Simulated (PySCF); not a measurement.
## Electron correlation in Ar⁺ (argon, charge +1)

[Ne] 3s2 3p5, 2P determinant. Computed with PySCF 2.14 in cc-pVDZ-DK (4s3p1d, 18 functions), with scalar relativity by spin-free X2C-1e. Frozen: [Ne]; 7 electrons correlated.

MP2 pair energies summed by pair of shells (mhartree):

```tsv
pair	energy	share (%)
3p-3p	-76.54	68.0
3s-3p	-29.30	26.0
3s-3s	-6.71	6.0
```

Total MP2 correlation energy: -112.55 mhartree.

Same-spin part -28.42 and opposite-spin part -84.13 mhartree; SCS-MP2 scales them by 1/3 and 6/5 to -110.42 mhartree.

```
  level  correlation energy (mhartree)
   CCSD                        -129.22
    (T)                          -1.10
CCSD(T)                        -130.32
```

Diagnostics: T1 = 0.0044, D1 = 0.0160, largest double amplitude 0.048.

Cost of the coupled-cluster step: 0.11 s of wall time on 1 thread of Neoverse-V1 (shared host), for 7 correlated electrons.
